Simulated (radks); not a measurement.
Eu I, 63 electrons, occupied as [Xe] 4f7 6s2 (the NIST ground configuration). All-electron calculation, Dirac Kohn-Sham, PBE, spin-unpolarised, spherical densities, finite nucleus; open shells fill j = l - 1/2 first; Fermi nuclear charge, rms radius 5.1115 fm. Program: a radial shooting solver on a logarithmic mesh with Libxc functionals.

Radial electron density D(r) = 4 pi r^2 rho(r):

| r (bohr) | D(r) (e/bohr) |
|---|---|
| 0.001266 | 5.755 |
| 0.001485 | 7.440 |
| 0.001729 | 9.451 |
| 0.002013 | 11.95 |
| 0.002362 | 15.19 |
| 0.00275 | 18.95 |
| 0.003227 | 23.70 |
| 0.003757 | 29.04 |
| 0.004373 | 35.20 |
| 0.005132 | 42.51 |
| 0.005975 | 50.10 |
| 0.007011 | 58.47 |
| 0.008162 | 66.36 |
| 0.009502 | 73.65 |
| 0.01115 | 79.99 |
| 0.01298 | 84.08 |
| 0.01523 | 85.83 |
| 0.01774 | 84.99 |
| 0.02065 | 82.18 |
| 0.02423 | 78.40 |
| 0.02821 | 75.84 |
| 0.0331 | 76.33 |
| 0.03853 | 81.10 |
| 0.04486 | 89.78 |
| 0.05264 | 100.7 |
| 0.06129 | 108.7 |
| 0.07192 | 110.5 |
| 0.08372 | 104.6 |
| 0.09747 | 94.12 |
| 0.1144 | 84.86 |
| 0.1332 | 83.51 |
| 0.155 | 89.68 |
| 0.1819 | 96.97 |
| 0.2118 | 95.07 |
| 0.2485 | 79.74 |
| 0.2893 | 58.97 |
| 0.3368 | 43.58 |
| 0.3953 | 40.11 |
| 0.4601 | 44.75 |
| 0.54 | 47.51 |
| 0.6286 | 42.52 |
| 0.7318 | 32.32 |
| 0.8588 | 21.88 |
| 0.9998 | 15.55 |
| 1.173 | 12.15 |
| 1.366 | 9.988 |
| 1.59 | 7.663 |
| 1.866 | 5.076 |
| 2.172 | 3.044 |
| 2.549 | 1.694 |
| 2.968 | 1.067 |
| 3.455 | 0.7952 |
| 4.054 | 0.6303 |
| 4.72 | 0.4687 |
| 5.539 | 0.2896 |
| 6.448 | 0.1514 |
| 7.507 | 0.06503 |
| 8.809 | 0.02101 |
| 10.26 | 0.005498 |
| 12.03 | 0.0009728 |
| 14.01 | 0.0001342 |

D(r) has 4 maxima, at r = 0.0156, 0.0685, 0.192, 0.531 bohr, and minima at 0.0301, 0.126, 0.380 bohr, inside which lie 2.02, 11.14, 29.26 electrons.
